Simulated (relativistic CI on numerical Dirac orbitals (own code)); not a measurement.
Sensitivity of the levels of Cd XXXIII to α and to the nuclear radius

These numbers are calculated, not measured: Dirac-Coulomb-Breit CI, orbitals from a KLI potential per configuration, derivatives by finite differences, unscaled Slater integrals, QED left out (own radial code, finite nucleus).

Configuration list (outside the closed core [Ne]): 3s2 3p4, 3s 3p5, 3s2 3p3 3d, 3p6, 3s 3p4 3d, 3p5 3d, 3p4 3d2, 3p3 3d3. Double excitations out of closed p, d and f shells are left out; levels of such configurations are missing from the list, as are those of other unlisted configurations, and high levels can miss mixing partners.

With x = (α/α₀)² − 1 an excitation energy changes as ω = ω₀ + qx; K = 2q/ω₀ is the relative enhancement. Terms are leading LS components, so labels can repeat. The field-shift factor is F = δν/δ⟨r²⟩ for the transition from the lowest level.

Lowest level 3s2 3p4 3P_2.

| Level | ω₀ (cm⁻¹) | q (cm⁻¹) | K | F (GHz/fm²) |
| --- | --- | --- | --- | --- |
| 3s2 3p4 1S_0 | 96670 | 13640 | 0.282 | -1.51 |
| 3s2 3p4 3P_1 | 342176 | 389300 | 2.28 | -9.29 |
| 3s2 3p4 1D_2 | 394537 | 385600 | 1.95 | -9.19 |
| 3s2 3p4 3P_0 | 781164 | 768300 | 1.97 | -22.6 |
| 3s 3p5 3P°_2 | 1047883 | 250300 | 0.478 | -202 |
| 3s2 3p3 3d 5D°_1 | 1072295 | 135800 | 0.253 | -87 |
| 3s2 3p3 3d 3F°_2 | 1091556 | 131700 | 0.241 | -78.4 |
| 3s2 3p3 3d 5D°_3 | 1102824 | 52710 | 0.0956 | 4.02 |
| 3s2 3p3 3d 5D°_0 | 1104789 | 59000 | 0.107 | 1.71 |
| 3s2 3p3 3d 5D°_4 | 1170097 | 123700 | 0.211 | 4.36 |
| 3s2 3p3 3d 5D°_1 | 1227001 | 360600 | 0.588 | -205 |
| 3s2 3p3 3d 5D°_2 | 1247672 | 252900 | 0.405 | -77.7 |
| 3s2 3p3 3d 3G°_3 | 1285797 | 148800 | 0.231 | 3.32 |

At this charge energies of transitions that change n are usually good to better than 1 %, and those within a shell (Δn = 0) to a few per cent.
